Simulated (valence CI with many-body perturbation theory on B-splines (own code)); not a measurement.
Gd LI: calculated level list

Level of theory: valence CI with perturbative core correlation (CI+MBPT): four valence electrons over a frozen Dirac-Fock core [Ne], a basis of 11 s, 11 p, 10 d, 8 f, 5 g, 2 h functions for each j, with the one-electron correlation potential Σ1 (screened to all orders), the two-electron term Σ2, the three-electron term Σ3, Breit, model QED; selected single and double excitations, second order for the rest, scaled by the run's own slope (own B-spline code, finite nucleus).

No measured spectrum was set against this ion. As an estimate, large intervals hold to a few tenths of a per cent, small ones and those within an open d or f shell to about a per cent. Among the levels kept, up to 600 cm⁻¹ of a level comes from second order outside the variational space, and about a tenth of that is noise between levels of different J, which matters for small intervals.

Levels 46 to 90 of 178, with energies above the lowest level, (3s^2 3p1/2^2) J=0. "Leading %" is the weight of the configuration and term that name the level; weights of strongly mixed levels are sums over their largest components and can fall short. In the jj column 3d3/2^4 stands for four electrons in 3d with j = 3/2. Lifetimes count E1, E2, E3, M1 and M2 decay at the calculated energies, and are blank where another channel may lead or the interval is too uncertain; long ones can be off by a factor of two.

| No. | Configuration | Term | J | E (Ry) | Leading % | Lifetime | g | Leading jj |
| --- | --- | --- | --- | --- | --- | --- | --- | --- |
| 46 | 3s 3p2 3d | 3G | 5 | 51.755 | 54 | 72.6 ps | 1.282 | 3s 3p1/2 3p3/2 3d5/2 (98 %) |
| 47 | 3s 3p2 3d | 3D | 1 | 51.991 | 58 | 877 fs | 0.929 | 3s 3p1/2 3p3/2 3d3/2 (65 %) |
| 48 | 3s 3p3 | 1P° | 1 | 51.992 | 39 | 595 fs | 1.196 | 3s 3p3/2^3 (95 %) |
| 49 | 3s 3p2 3d | 3F | 3 | 52.377 | 44 | 4.00 ps | 1.238 | 3s 3p1/2 3p3/2 3d5/2 (88 %) |
| 50 | 3s 3p2 3d | 3P | 0 | 52.509 | 69 | 875 fs |  | 3s 3p1/2 3p3/2 3d3/2 (62 %) |
| 51 | 3s 3p2 3d | 3F | 2 | 52.530 | 36 | 662 fs | 0.949 | 3s 3p1/2 3p3/2 3d3/2 (75 %) |
| 52 | 3s 3p2 3d | 3D | 3 | 53.034 | 61 | 2.66 ps | 1.290 | 3s 3p1/2 3p3/2 3d5/2 (89 %) |
| 53 | 3s 3p2 3d | 3P | 1 | 53.090 | 45 | 1.23 ps | 1.142 | 3s 3p1/2 3p3/2 3d5/2 (55 %) |
| 54 | 3s 3p2 3d | 1G | 4 | 53.167 | 41 | 6.73 ps | 1.160 | 3s 3p1/2 3p3/2 3d5/2 (86 %) |
| 55 | 3s 3p2 3d | 1D | 2 | 53.312 | 32 | 2.26 ps | 1.133 | 3s 3p1/2 3p3/2 3d5/2 (78 %) |
| 56 | 3s 3p2 3d | 3D | 3 | 53.916 | 37 | 1.56 ps | 1.187 | 3s 3p1/2 3p3/2 3d5/2 (90 %) |
| 57 | 3s 3p2 3d | 3F | 4 | 54.050 | 43 | 2.12 ps | 1.137 | 3s 3p1/2 3p3/2 3d5/2 (90 %) |
| 58 | 3s 3p2 3d | 3D | 1 | 54.230 | 43 | 2.80 ps | 0.867 | 3s 3p1/2 3p3/2 3d5/2 (90 %) |
| 59 | 3s 3p2 3d | 3P | 1 | 54.970 | 34 | 2.23 ps | 1.379 | 3s 3p1/2 3p3/2 3d5/2 (90 %) |
| 60 | 3s 3p2 3d | 1F | 3 | 55.069 | 36 | 1.34 ps | 1.081 | 3s 3p1/2 3p3/2 3d5/2 (86 %) |
| 61 | 3s 3p2 3d | 3D | 2 | 55.140 | 22 | 1.60 ps | 1.163 | 3s 3p1/2 3p3/2 3d5/2 (79 %) |
| 62 | 3s 3p2 3d | 3P | 0 | 55.276 | 41 | 1.49 ps |  | 3s 3p1/2 3p3/2 3d5/2 (74 %) |
| 63 | 3s 3p2 3d | 3D | 2 | 55.571 | 27 | 671 fs | 1.030 | 3s 3p1/2 3p3/2 3d5/2 (59 %) |
| 64 | 3s2 3d2 | 3F | 2 | 55.717 | 38 | 512 fs | 0.963 | 3s^2 3d3/2^2 (44 %) |
| 65 | 3s2 3d2 | 3P | 0 | 57.096 | 58 | 372 fs |  | 3s^2 3d3/2^2 (71 %) |
| 66 | 3s2 3d2 | 3F | 3 | 57.953 | 79 | 733 fs | 1.098 | 3s^2 3d3/2 3d5/2 (79 %) |
| 67 | 3s2 3d2 | 1G | 4 | 58.525 | 47 | 1.02 ps | 1.120 | 3s^2 3d3/2 3d5/2 (79 %) |
| 68 | 3s2 3d2 | 3P | 2 | 58.620 | 40 | 672 fs | 1.216 | 3s^2 3d3/2 3d5/2 (76 %) |
| 69 | 3s2 3d2 | 3P | 1 | 58.795 | 77 | 689 fs | 1.519 | 3s^2 3d3/2 3d5/2 (77 %) |
| 70 | 3p3 3d | 3F° | 2 | 59.937 | 18 | 4.92 ps | 0.962 | 3p1/2^2 3p3/2 3d3/2 (77 %) |
| 71 | 3p3 3d | 3P° | 0 | 60.631 | 52 | 3.22 ps |  | 3p1/2^2 3p3/2 3d3/2 (85 %) |
| 72 | 3s2 3d2 | 3F | 4 | 60.660 | 45 | 3.84 ps | 1.167 | 3s^2 3d5/2^2 (76 %) |
| 73 | 3p3 3d | 3F° | 3 | 60.869 | 26 | 2.27 ps | 1.089 | 3p1/2^2 3p3/2 3d3/2 (85 %) |
| 74 | 3p4 | 1D | 2 | 60.941 | 44 | 1.03 ps | 1.136 | 3p1/2 3p3/2^3 (62 %) |
| 75 | 3p3 3d | 3D° | 1 | 60.946 | 30 | 2.22 ps | 1.107 | 3p1/2^2 3p3/2 3d3/2 (89 %) |
| 76 | 3p4 | 3P | 1 | 61.289 | 80 | 635 fs | 1.390 | 3p1/2 3p3/2^3 (80 %) |
| 77 | 3s2 3d2 | 1D | 2 | 61.367 | 44 | 2.35 ps | 1.211 | 3s^2 3d5/2^2 (86 %) |
| 78 | 3s 3p 3d2 | 5G° | 2 | 61.715 | 60 | 3.05 ps | 0.519 | 3s 3p1/2 3d3/2^2 (84 %) |
| 79 | 3s2 3d2 | 1S | 0 | 62.622 | 56 | 3.62 ps |  | 3s^2 3d5/2^2 (68 %) |
| 80 | 3s 3p 3d2 | 5G° | 3 | 62.645 | 38 | 3.15 ps | 0.992 | 3s 3p1/2 3d3/2^2 (86 %) |
| 81 | 3s 3p2 3d | 3F | 3 | 62.799 | 27 | 1.05 ps | 1.307 | 3s 3p3/2^2 3d3/2 (84 %) |
| 82 | 3s 3p2 3d | 3D | 2 | 62.814 | 19 | 783 fs | 1.340 | 3s 3p3/2^2 3d3/2 (76 %) |
| 83 | 3s 3p2 3d | 3P | 1 | 62.885 | 34 | 837 fs | 1.634 | 3s 3p3/2^2 3d3/2 (89 %) |
| 84 | 3s 3p2 3d | 3F | 4 | 63.493 | 49 | 990 fs | 1.217 | 3s 3p3/2^2 3d3/2 (86 %) |
| 85 | 3p3 3d | 3F° | 4 | 63.676 | 43 | 2.78 ps | 1.241 | 3p1/2^2 3p3/2 3d5/2 (89 %) |
| 86 | 3p3 3d | 3P° | 2 | 64.024 | 19 | 2.49 ps | 1.252 | 3p1/2^2 3p3/2 3d5/2 (81 %) |
| 87 | 3s 3p 3d2 | 5D° | 0 | 64.196 | 62 | 977 fs |  | 3s 3p1/2 3d3/2^2 (79 %) |
| 88 | 3s 3p2 3d | 5F | 5 | 64.376 | 54 | 5.65 ps | 1.299 | 3s 3p3/2^2 3d5/2 (98 %) |
| 89 | 3s 3p 3d2 | 5F° | 1 | 64.469 | 50 | 715 fs | 0.351 | 3s 3p1/2 3d3/2^2 (87 %) |
| 90 | 3p3 3d | 3D° | 3 | 64.645 | 15 | 3.18 ps | 1.136 | 3p1/2^2 3p3/2 3d5/2 (53 %) |
